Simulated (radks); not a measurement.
Ce4+, 54 electrons, occupied as [Xe]. All-electron calculation, scalar-relativistic Kohn-Sham, LDA (Slater exchange, VWN5 correlation), spin-polarised, spherical densities, finite nucleus; Fermi nuclear charge, rms radius 4.8771 fm. Program: a radial shooting solver on a logarithmic mesh with Libxc functionals.

Radial electron density D(r) = 4 pi r^2 rho(r):

```
   r/bohr * D(r) (the largest magnitude, 99.8, reaches the edge; | marks zero)
 0.001499 |  *
 0.001983 |    *
 0.002603 |      *
 0.003444 |          *
 0.004521 |               *
 0.005981 |                     *
 0.007851 |                            *
  0.01039 |                                   *
  0.01363 |                                        *
  0.01804 |                                         *
  0.02368 |                                       *
  0.03133 |                                    *
  0.04146 |                                      *
  0.05441 |                                               *
    0.072 |                                                      *
   0.0945 |                                                  *
    0.125 |                                         *
   0.1641 |                                          *
   0.2172 |                                               *
    0.285 |                                    *
   0.3771 |                  *
    0.495 |                 *
    0.655 |                  *
   0.8597 |          *
    1.138 |     *
    1.505 |   *
    1.976 | *
    2.614 |*
    3.431 *
     4.54 *
```

D(r) has 4 maxima, at r = 0.0172, 0.0761, 0.214, 0.590 bohr, and minima at 0.0329, 0.141, 0.436 bohr, inside which lie 1.95, 11.17, 29.00 electrons.
